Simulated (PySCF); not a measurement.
**A small calculation by hand: oscillator strength and radiative lifetime**

Si(Cl)2(Me)(SiH3) (CH₆Cl₂Si₂), SMILES C[Si]([SiH3])(Cl)Cl.

Geometry optimised at TPSSh-D3(BJ)/def2-SVP.

TDDFT-M06-2X/def2-SVPD (PySCF) puts the first singlet state with f over 0.02 at 6.63 eV (vertical), with the transition dipole (-0.404, -0.316, 0.000) in atomic units.

Question: Find the oscillator strength, the wavelength and the radiative lifetime that this transition would have in vacuum if emission retraced absorption.

Answer: 
|μ|² = 0.2631 au, so |μ| = 1.30 D. ΔE = 6.63/27.211 = 0.2436 hartree. f = (2/3) ΔE |μ|² = 0.043 (the program prints 0.043).
λ = 1239.84/6.63 = 187 nm; ν = 53475 cm⁻¹.
Einstein's coefficient A = 0.6670 ν² f s⁻¹ (ν in cm⁻¹) = 8.2e7 s⁻¹, so τ = 1/A = 12 ns. This state is S1. The figure is the radiative limit of this one transition; relaxation, internal conversion, crossing to triplets and a medium change what is measured.
